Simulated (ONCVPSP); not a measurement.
**What the settings do to the ONCV potential of chromium**

Base potential:

ONCVPSP 4.0.1 input, shortened (lines: element, Z, core and valence counts, functional; n l f; lmax; l rc ep ncon nbas qcut; lloc lpopt rc5 dvloc0; l nproj debl; icmod fcfact rcfact), Wu-Cohen, scalar-relativistic:

```
  Cr 24.00    4    3  -118130      upf
    1    0    2.00
    2    0    2.00
    2    1    6.00
    3    0    2.00
    3    1    6.00
    3    2    5.00
    4    0    0.75
    3
    0    2.65    0.00    4    8    2.20
    1    0.95    0.00    3    7    8.70
    2    1.65    0.00    4    9    9.20
    3    2.80    0.44    3    7    3.60
    4    3    0.80   -1.00
    0    2    4.00
    1    2    0.60
    2    1    0.80
    3    2    2.80
    0    0.00    0.00
```

In the p channel the program set the typed energies aside and used -1.726, 0.250 Ha.

All-electron outer shells of the reference configuration (Wu-Cohen, scalar-relativistic, ld1.x):

```csv
shell,level (eV),outermost node (bohr),outermost maximum (bohr)
3s,-75.38,0.36,0.78
3p,-46.96,0.33,0.80
4s,-5.39,1.12,2.71
3d,-4.52,–,0.84
```

Cutoffs, loose and tight: the cutoffs (Ha) at which the residual kinetic energy of the hardest occupied pseudo-wave falls to 1 and 0.1 mHa per electron. They do not see the model core or the augmentation charge, which bear on the density cutoff. Test errors are all-electron minus pseudo excitation energies from the reference, over the configurations 3p6 3d5 4s1; 3p6 3d5 4s0; 3p6 3d4 4s0; 3p6 3d5 4s0.5. A dash means not determined; rows that change the core or the reference have their own tests.

A true bound ghost makes a file unfit for plane-wave use even where its test errors are small: the radial tests pick states by their node count and pass the ghost by.

| change | outcome | cutoff, loose | cutoff, tight | bound ghosts | GHOST(+) flags above zero | largest test error (meV) |
| --- | --- | --- | --- | --- | --- | --- |
| base | generated, projector energies reset by the program | 33 Ha | 104 Ha | s | s, f | -5.0 |
| local potential polynomial inside 0.70 bohr (lpopt 5, dvloc0 6 Ha) | generated, projector energies reset by the program | 33 Ha | 104 Ha | s | s, f | -5.0 |
| local potential polynomial inside 0.80 bohr (lpopt 3, dvloc0 -1.5 Ha) | generated, projector energies reset by the program | 33 Ha | 104 Ha | s | s, f | -5.0 |
| all radii scaled by about 0.76 (s 2.00, p 0.72, d 1.24, f 2.12 bohr); local potential polynomial inside 0.60 bohr (lpopt 3, dvloc0 -1 Ha) | failed: optimize: ERROR ps0norm > uunorm, code will stop | – | – | – | – | – |

(1) What comes out with this change to the base: s: rc 3.54?

(2) What comes out with this change to the base: functional PBEsol?

Answers

(1) outcome: generated, projector energies reset by the program; cutoff, loose: 33 Ha; cutoff, tight: 104 Ha; bound ghosts: s; GHOST(+) flags above zero: s, f; largest test error (meV): -78.

(2) outcome: generated, projector energies reset by the program; cutoff, loose: 33 Ha; cutoff, tight: 103 Ha; bound ghosts: s; GHOST(+) flags above zero: s, f; largest test error (meV): -3.9.
